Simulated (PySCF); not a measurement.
## Ionisation energy of Zr⁺ by level of theory

Zr⁺ [Kr] 4d2 5s1 (4F) → Zr²⁺ [Kr] 4d2 (3F), as a difference of total energies. Calculation: PySCF 2.14, in aug-cc-pwCVTZ-PP with ECP28MDF; a scalar-relativistic core potential. Correlated levels: valence: 4s2 4p6 frozen; valence and next inner shell: nothing frozen outside the core potential. The calculations carry no spin-orbit coupling.

```json
{"method": "UHF", "ionisation energy (eV)": "12.271", "difference from reference (eV)": "-0.859"}
{"method": "LDA", "ionisation energy (eV)": "13.673", "difference from reference (eV)": "+0.543"}
{"method": "PBE", "ionisation energy (eV)": "13.428", "difference from reference (eV)": "+0.298"}
{"method": "PBE0", "ionisation energy (eV)": "13.200", "difference from reference (eV)": "+0.070"}
{"method": "r2SCAN", "ionisation energy (eV)": "13.318", "difference from reference (eV)": "+0.188"}
{"method": "HSE06", "ionisation energy (eV)": "13.244", "difference from reference (eV)": "+0.114"}
{"method": "TPSSh", "ionisation energy (eV)": "13.063", "difference from reference (eV)": "-0.067"}
{"method": "M06-L", "ionisation energy (eV)": "12.344", "difference from reference (eV)": "-0.786"}
{"method": "MP2 (valence)", "ionisation energy (eV)": "12.511", "difference from reference (eV)": "-0.619"}
{"method": "SCS-MP2 (valence)", "ionisation energy (eV)": "12.351", "difference from reference (eV)": "-0.779"}
{"method": "MP2 (valence and next inner shell)", "ionisation energy (eV)": "13.027", "difference from reference (eV)": "-0.103"}
{"method": "SCS-MP2 (valence and next inner shell)", "ionisation energy (eV)": "12.795", "difference from reference (eV)": "-0.335"}
```

Reference: 13.13 eV (measured; NIST Atomic Spectra Database, ionization energies).

The reference lies between the lowest fine-structure levels, while these numbers refer to the centres of the terms.

Errors of the correlated levels include the incompleteness of this basis and the frozen core.
